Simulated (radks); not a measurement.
Au VII, 73 electrons, occupied as [Kr] 4d10 4f14 5s2 5p(1/2: 1, 3/2: 4) 5d(3/2: 4, 5/2: 2) (not the ground configuration).

Method: Dirac Kohn-Sham, PBE, spin-unpolarised, spherical densities, finite nucleus; Fermi nuclear charge, rms radius 5.4371 fm; computed with a radial shooting solver on a logarithmic mesh with Libxc functionals.

Energy parts (eV):
part                       energy
total                  -517887.02
kinetic                 594566.82
electron-nucleus      -1297431.84
Hartree                 194831.90
exchange-correlation     -9853.92

Orbitals (lengths in bohr, moments of r in powers of bohr; <r^-3> diverges for s and p1/2; r(max) is where P^2 peaks; r(90%) holds 90 % of the orbital's charge):
| orbital | occ. | eigenvalue (eV) | r(90%) | <r^-3> | <r^2> | r(max) |
|---|---|---|---|---|---|---|
| 1s1/2 | 2 | -80704.03 | 0.0308 | - | 0.0003934 | 0.01042 |
| 2s1/2 | 2 | -14305.80 | 0.110 | - | 0.005939 | 0.06039 |
| 2p1/2 | 2 | -13726.58 | 0.0967 | - | 0.004202 | 0.04446 |
| 2p3/2 | 4 | -11891.01 | 0.108 | 20510 | 0.005390 | 0.05184 |
| 3s1/2 | 2 | -3446.950 | 0.270 | - | 0.03857 | 0.1699 |
| 3p1/2 | 2 | -3185.518 | 0.261 | - | 0.03516 | 0.1586 |
| 3p3/2 | 4 | -2780.425 | 0.283 | 4769 | 0.04158 | 0.1735 |
| 3d3/2 | 4 | -2344.844 | 0.256 | 832.8 | 0.03189 | 0.1352 |
| 3d5/2 | 6 | -2257.762 | 0.263 | 690.8 | 0.03364 | 0.1393 |
| 4s1/2 | 2 | -820.3034 | 0.584 | - | 0.1870 | 0.3832 |
| 4p1/2 | 2 | -708.5828 | 0.595 | - | 0.1908 | 0.3814 |
| 4p3/2 | 4 | -611.3972 | 0.643 | 1148 | 0.2233 | 0.4122 |
| 4d3/2 | 4 | -428.2076 | 0.674 | 179.8 | 0.2357 | 0.4051 |
| 4d5/2 | 6 | -410.0895 | 0.690 | 145.8 | 0.2473 | 0.4146 |
| 5s1/2 | 2 | -197.0145 | 1.30 | - | 0.9297 | 0.8439 |
| 4f5/2 | 6 | -175.0091 | 0.789 | 30.48 | 0.2922 | 0.3730 |
| 4f7/2 | 8 | -171.1684 | 0.799 | 28.97 | 0.3002 | 0.3775 |
| 5p1/2 | 1 | -159.8011 | 1.40 | - | 1.066 | 0.8882 |
| 5p3/2 | 4 | -141.9450 | 1.51 | 209.9 | 1.252 | 0.9623 |
| 5d3/2 | 4 | -88.9436 | 1.87 | 23.76 | 1.838 | 1.115 |
| 5d5/2 | 2 | -86.5836 | 1.91 | 19.18 | 1.925 | 1.142 |

The highest occupied level is 5d5/2 at -86.584 eV. The electron density at the nucleus is 2.143e+06 e/bohr^3. The density falls to 0.001 e/bohr^3 at r = 2.83 bohr.
